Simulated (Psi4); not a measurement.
C$_{3}$H$_{11}$Si$_{3}$, doublet, at a GFN2-xTB geometry.

Here is a job for Psi4.
```
memory 2 GB

molecule mol {
0 2
  C     1.596900   -0.403896   -0.874543
  Si    0.381688   -1.793286   -0.413177
  C    -1.407404   -1.146052   -0.428751
  Si   -1.663248    0.391683    0.664884
  C    -0.400697    1.714825    0.154446
  Si    1.411699    1.151290    0.208610
  H     1.458090   -0.123865   -1.919272
  H     2.617035   -0.776934   -0.795975
  H     0.720374   -2.380030    0.892503
  H    -1.703895   -0.904973   -1.450083
  H    -2.079400   -1.937098   -0.099097
  H    -1.466148    0.028475    2.075205
  H    -3.030956    0.910026    0.497754
  H    -0.635133    2.058458   -0.853395
  H    -0.519080    2.582658    0.801407
  H     1.796961    0.834563    1.591010
  H     2.287416    2.223828   -0.291410
}

set basis 6-31g*
set reference uks

energy('b3lyp5')
print_variables()
```

Give the dipole moment at the level B3LYP5/6-31G* run with Psi4.

1.06 D

What is the computed nuclear repulsion energy (B3LYP5/6-31G*)?

433.7912 Eh

Give the number of basis functions at the level B3LYP5/6-31G*.

124

Predict the total energy from B3LYP5/6-31G*.

-989.1482 Eh

What <S^2> does B3LYP5/6-31G* give?

0.751

These values belong to the state on which the SCF converged, which isn't shown to be the lowest.
